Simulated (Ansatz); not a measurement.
C3H9NSi can be A, `C/C([SiH3])=C\N`, or B, `C[Si]N(C)C`.

Isolated molecules relaxed with PBE0-D4/def2-TZVP in Ansatz; ΔE leaves out vibrations. CCSD(T)/CBS adds triple-zeta CCSD(T) − MP2 to the extrapolated MP2 energy (def2 sets, frozen cores). Functionals use def2-TZVPP. B3LYP here is the variant with VWN-RPA as its local correlation; programs differ in this. Each species was taken in one conformer, which may not be the lowest.

Problem. Which isomer does CCSD(T)/CBS put lower? Give the gap. (Best estimate.)

Solution. The calculation gave: B, by 1.5 kcal/mol.

Problem. Give E(B) − E(A) in kcal/mol with MP2/def2-TZVPP, B3LYP-D4, PBE-D4, r2SCAN-D4, B3LYP, ωB97M-V, B2PLYP. (An estimate is asked.)

Solution. The calculation gave: MP2/def2-TZVPP -0.7, B3LYP-D4 -0.6, PBE-D4 -0.8, r2SCAN-D4 1.7, B3LYP 0.1, ωB97M-V -2.5, B2PLYP -0.4. The order is the other way round with r2SCAN-D4.

Largest T1 diagnostic: 0.014.

In def2-TZVPP, CCSD(T) changes the Hartree–Fock value by −5.6 kcal/mol (the triples alone add +0.0 kcal/mol) and MP2 by −4.0 kcal/mol.
